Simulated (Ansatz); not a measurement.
Frontier orbitals of `O[C](=S)[InH][F]`.

Charge 0, multiplicity 1. Correlated methods include outer-core shells of In, which these sets cover unevenly. In takes the def2 core potential. The structure was optimised at the PBE0-D4/def2-TZVP level. It is one conformer, not always the lowest. Basis def2-TZVPP, the Gaussian-basis code of Ansatz.

```tsv
functional	HOMO (eV)	LUMO (eV)	gap (eV)
LDA (SPW92)	-5.63	-3.67	1.96
PBE	-5.43	-3.40	2.03
PBE0	-6.51	-2.68	3.83
B3LYP	-6.32	-2.93	3.39
BHLYP	-7.51	-1.99	5.52
ωB97M-V	-8.58	-0.96	7.62
```

From PBE to PBE0 the HOMO moves by −1.08 eV and the LUMO by +0.72 eV, and with ωB97M-V by −3.15 and +2.45 eV, so the gap grows from 2.03 to 7.62 eV with exact exchange.

B3LYP here is the variant with VWN-RPA as its local correlation; programs differ in this.
